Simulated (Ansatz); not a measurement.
**Energy profile**

The step: AsH₃ + SiF₂ → SiAsH₃F₂ ([F][SiH]([F])[AsH2]); bonds formed: Si1–H4, Si1–As5; bonds broken: H4–As5 (atoms numbered as in the saddle structure below).

Si1  (0.517, -0.914, 0.851)
F2  (-0.763, -1.113, 1.775)
F3  (0.593, -2.144, -0.158)
H4  (0.876, 0.464, 0.367)
As5  (-0.798, 0.657, -0.910)
H6  (0.368, 1.083, -1.790)
H7  (-0.793, 1.966, -0.135)
(Å)

Electronic energies by CCSD(T) at an estimated basis limit (MP2 extrapolated from triple and quadruple zeta, plus CCSD(T) − MP2 in triple zeta), on PBE0-D4/def2-TZVP structures; SiAsH₃F₂, singlet; no counterpoise correction. Computed with Ansatz 0.2.0 (basis: def2-TZVPP and def2-QZVPP); correlated methods freeze the cores. Filled d shells of the heavier atoms are correlated. The def2 sets are not built for correlating such inner shells, so the correlated values are less sure here. Extrapolation: Hartree–Fock as exp(−7.88 √X), correlation as X^−2.97.

(1) Give the profile in kJ/mol, counted from the separated reactants. (Judge from chemistry; the value comes from the calculation.)

T1 diagnostic: at most 0.016. The restricted Hartree–Fock reference is unstable towards an unrestricted one at one or more of these structures. A large double-excitation amplitude points to some diradical character; no triplet was computed. The start structure is not quite a true minimum (one mode of 36i cm⁻¹).

Results:

(1) By the calculation:
```tsv
point	kJ/mol
separated: SiF₂ (linked as [F][Si][F]; Si1, F2, F3; singlet) + AsH₃ (H4, As5, H6, H7; singlet)	0.0
start structure	0.6
saddle	118.0
end structure	-168.5
```

Losses and insertions of silylenes and their heavier kin drive the gas-phase chemistry of silicon and germanium vapour deposition.

For scale, one of the runs: CCSD(T)/def2-TZVPP, 194 basis functions (an equivalent command: `ansatz run in.yaml --threads 4`). The run took 88 s on 4 CPU threads (shared host), with 2.3 GiB of host memory at its peak.
